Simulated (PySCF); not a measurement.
Zr: ionisation energy

Zr [Kr] 4d2 5s2 (3F) → Zr⁺ [Kr] 4d2 5s1 (4F), as a difference of total energies. All numbers are calculated (PySCF 2.14, scalar relativity through the core potential, in aug-cc-pwCVDZ-PP with ECP28MDF (6s6p5d3f, 70 functions)). Correlated levels: valence: 4s2 4p6 frozen; valence and next inner shell: nothing frozen outside the core potential. The calculations carry no spin-orbit coupling.

Question: Order these methods by the ionisation energy they give, lowest first.
A. MP2 (valence)
B. TPSSh
C. LDA
D. revPBE

Answer: A (6.055 eV), B (6.275 eV), D (6.345 eV), C (6.730 eV).

Errors of the correlated levels include the incompleteness of this basis and the frozen core.

MP2 underrates the near-degeneracy of ns² with np² in the lower species.

For comparison: 6.639 eV (measured; NIST levels, between the centres of gravity of the two terms).
